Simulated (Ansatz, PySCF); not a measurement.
C5H11Si, SMILES [CH2][Si](C)(C)C=C, multiplicity 2. Atoms are numbered in the order given.

```xyz
17

C     -0.5780    -0.5977     1.9200
Si    -0.3069    -0.1940     0.1224
C     -0.9715    -1.6084    -0.9263
C     -1.1736     1.4190    -0.3194
C      1.5385     0.0019    -0.1892
C      2.1152     1.1282    -0.6257
H     -1.0352    -1.5322     2.2681
H     -0.2741     0.0826     2.7258
H     -0.4517    -2.5516    -0.6916
H     -0.8294    -1.4020    -1.9994
H     -2.0483    -1.7613    -0.7467
H     -2.2602     1.3267    -0.1623
H     -0.8127     2.2516     0.3057
H     -1.0037     1.6835    -1.3760
H      2.1925    -0.8615     0.0022
H      3.1966     1.2060    -0.7949
H      1.5319     2.0329    -0.8366
```
Charge 0, spin multiplicity 2.

Coordinates come from a ωB97X-D3(BJ)/def2-SVP optimisation. The isomer is the one that the SMILES or the coordinates give; other isomers of the formula were not compared. The values are those of a single conformer.

Two levels are set side by side: PBE-D3(BJ)/def2-SVP (Ansatz, a first-principles code) and ωB97X-D3(BJ)/def2-SVP (PySCF). Each level has its own optimised geometry; the coordinates shown are those of the second. Frequencies come from the Hessian of PySCF at each geometry. Differences are taken from unrounded values.

```
quantity                            ωB97X-D3(BJ)  PBE-D3(BJ)  PBE-D3(BJ) minus ωB97X-D3(BJ)
----------------------------------  ------------  ----------  -----------------------------
mean bond length (Å)                       1.309       1.317                          0.008
bond C1–Si2 (Å)                            1.862       1.865                          0.003
bond Si2–C3 (Å)                            1.882       1.894                          0.012
bond Si2–C4 (Å)                            1.884       1.893                          0.009
bond Si2–C5 (Å)                            1.882       1.892                          0.010
bond C5–C6 (Å)                             1.339       1.349                          0.010
bond C1–H7 (Å)                             1.097       1.104                          0.007
bond C1–H8 (Å)                             1.097       1.105                          0.007
bond C3–H9 (Å)                             1.102       1.109                          0.007
bond C3–H10 (Å)                            1.102       1.109                          0.007
bond C3–H11 (Å)                            1.102       1.109                          0.007
bond C4–H12 (Å)                            1.102       1.109                          0.007
bond C4–H13 (Å)                            1.102       1.109                          0.007
bond C4–H14 (Å)                            1.102       1.109                          0.007
bond C5–H15 (Å)                            1.100       1.108                          0.008
bond C6–H16 (Å)                            1.097       1.105                          0.007
bond C6–H17 (Å)                            1.097       1.104                          0.007
highest harmonic wavenumber (cm⁻¹)          3250        3155                            -95
mean harmonic wavenumber (cm⁻¹)             1370        1319                            -51
zero-point energy (kcal/mol)               88.11       84.83                          -3.28
```

Exact exchange shortens and stiffens bonds; PBE has none. Differences between two approximate levels are no errors against the true value.
